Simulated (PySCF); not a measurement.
Species: C3H4NS2Si (doublet state).
Structure used (GFN2-xTB), in Å, numbered top down from 1:
```xyz
11
C3H4NS2Si angstrom
N     -2.4811   -1.2482    0.4202
C     -1.6365   -0.7119   -0.1320
C     -0.5346   -0.0664   -0.7974
C     -0.0489    1.1652   -0.0480
S      0.6102    0.7692    1.6085
Si     1.3839   -1.1905    1.1125
S      0.8266   -1.2922   -0.9837
H     -0.8286    0.2045   -1.8164
H     -0.8697    1.8666    0.1065
H      0.7470    1.6540   -0.6117
H      2.8370   -1.1477    1.1154
```

Identity: `[C@H]1(S[SiH]SC1)C#N` [radical].

Method used: PySCF 2.14.0, UKS B3LYP, pcH-1 on C H N S Si, non-relativistic, mean-field spin-orbit, GIAO. The structure is a single GFN2-xTB conformer in the gas phase; no vibrational or solvent corrections. A GFN2-xTB geometry isn't a minimum of the functional, and hyperfine couplings can be far from their values at a DFT geometry, by a factor of two or more for some ions and for spin on atoms past the first row. No stability test was run, so a lower SCF solution isn't excluded.

Principal values of hyperfine tensors in MHz (contact, dipolar and spin–orbit terms together), for some of the nuclei:

| atom | isotope | A1 | A2 | A3 |
| --- | --- | --- | --- | --- |
| Si6 | 29Si | -824.81 | -627.94 | -622.54 |
| H11 | 1H | 184.87 | 190.86 | 197.15 |
| H10 | 1H | 8.11 | 8.51 | 10.83 |
| S7 | 33S | -8.22 | -5.19 | 34.39 |
| H8 | 1H | 2.43 | 2.64 | 5.76 |
| C2 | 13C | 2.31 | 2.78 | 3.66 |
| H9 | 1H | -3.45 | -2.92 | 0.41 |
| C3 | 13C | 0.97 | 1.10 | 2.43 |

Task: Split each tensor into its isotropic and traceless parts, and turn a_iso into mT with g = 2.0079.

Result: a_iso = (A1 + A2 + A3)/3, Ti = Ai − a_iso; 1 mT corresponds to 28.103 MHz. The tensors hold a spin–orbit part: the run splits a_iso into a_FC + a_SO, and T includes its anisotropic share.

```csv
atom,a_iso (MHz),a_FC,a_SO,a_iso (mT),T1,T2,T3
Si6,-691.76,-692.03,0.27,-24.616,-133.05,63.82,69.22
H11,190.96,190.91,0.05,6.795,-6.09,-0.11,6.19
H10,9.15,9.15,0.00,0.326,-1.04,-0.64,1.68
S7,7.00,6.98,0.02,0.249,-15.21,-12.18,27.40
H8,3.61,3.60,0.01,0.128,-1.18,-0.97,2.15
C2,2.92,2.92,0.00,0.104,-0.61,-0.14,0.74
H9,-1.99,-2.00,0.01,-0.071,-1.47,-0.93,2.40
C3,1.50,1.50,0.01,0.053,-0.53,-0.40,0.93
```

Task: What spin density at the nucleus of Si6 lies behind its contact coupling (g_N = -1.11058)?

Result: a_FC = (2μ0/3) gₑ μB g_N μN ρ(0)/(2S·h) = 800.24 MHz × g_N × ρ(0)/(2S), with ρ in bohr⁻³. With a_FC = -692.03 MHz and 2S = 1, ρ(0) = 0.7787 bohr⁻³. The nuclear moment is negative, so coupling and spin density have opposite signs.

Task: S5 (33S, g_N = 0.42921) isn't in the table. Its spin density at the nucleus is 0.07123 bohr⁻³. What is its contact coupling?

Result: By the same relation, a_FC = 24.5 MHz. The spin–orbit term adds +0.07 MHz. Its full tensor has the principal values 7.85, 10.59, 55.15 MHz.

Task: Which nucleus of the table has the largest anisotropic coupling, and what is its form?

Result: Si6: -133.0, 63.8, 69.2 MHz (the dipolar term alone has -132.8, 63.7, 69.1), nearly axial, close to the ratio +1:+1:−2, the form that spin in one p orbital centred on that nucleus gives (the nuclear moment is negative).
